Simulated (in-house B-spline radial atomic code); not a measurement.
# RPA and G0W0 on wB97X: the strontium ion Sr⁺

Configuration [Kr] 5s1, highest spin, mean-field start wB97X. Computed with an all-electron radial atomic-structure program (B-spline basis): all electrons, non-relativistic, point nucleus, each spin shell either full or empty, empty states to l = 9 with an (l + 1/2)⁻⁴ tail; G0W0 by contour deformation at full frequency.

Without relativity these are model numbers: it shifts the levels of so heavy an element strongly and can reorder them.

Command:
```bash
python run_gw.py task.json out
```
Settings (radii: box in bohr, nucleus in fm):
```
Z                        38
electrons                37
configuration            [Kr] 5s1
hamiltonian              nr
method                   wb97x
lmax                     9
spin_polarised           True
box_radius               23.78
intervals                54
ion_configuration        [Ar] 3d10 4s2 4p6
```

Run time, properties included: 5.3 s on 1 thread of Intel(R) Xeon(R) Platinum 8375C CPU @ 2.90GHz (Ice Lake) (shared host).

Energies (hartree):

```tsv
term	value
mean-field total	-3133.19869
Hartree-Fock functional on these orbitals	-3131.35731
direct second order	-2.9323
second-order exchange	0.84324
SOSEX correction	0.78474
```

Task: What is the RPA correlation energy, and what remains with SOSEX?

Result: RPA gives -2.5903 hartree (-1.91 eV per electron); RPA + SOSEX gives -1.8056, and the second-order doubles -2.0891 hartree (no singles). RPA lacks exchange-type terms and so overcorrelates at short range.

Quasi-particle levels (eV):

| level | occupied | mean field | Σx - vxc | Σc | QP weight | G0W0 |
| --- | --- | --- | --- | --- | --- | --- |
| 5s up | yes | -10.472 | 0.18 | ? | ? | ? |
| 4p down | yes | -33.63 | -1.78 | -0.15 | 0.910 | -35.56 |
| 4d up | no | -3.691 | 1.35 | -1.48 | 0.943 | -3.828 |

G0W0 = mean field + (Σx - vxc) + Σc, with Σc (partial-wave tail included) taken at the quasi-particle energy. Only the outer levels were computed. Levels of low weight are left out.

Task: Where does G0W0 put 5s up?

Result: At -11.185 eV, with Σc = -0.90 eV and a quasi-particle weight of 0.962. The tabulated removal energy is 11.030 eV (NIST, measured); the calculation leaves out relativity, Breit and QED terms, and what these don't explain is the method's own error.

Task: What does it cost to remove one electron (to [Ar] 3d10 4s2 4p6) by differences of total energies, each species on its own start (correlation terms add to the Hartree-Fock functional)?

Result: wB97X 10.471 eV, Hartree-Fock functional 10.262 eV, + RPA 11.033 eV, + RPA + SOSEX 10.711 eV, + second order 10.975 eV. Tabulated: 11.030 eV (NIST, measured); the calculation leaves out relativity, Breit and QED terms, and what these don't explain is the method's own error.
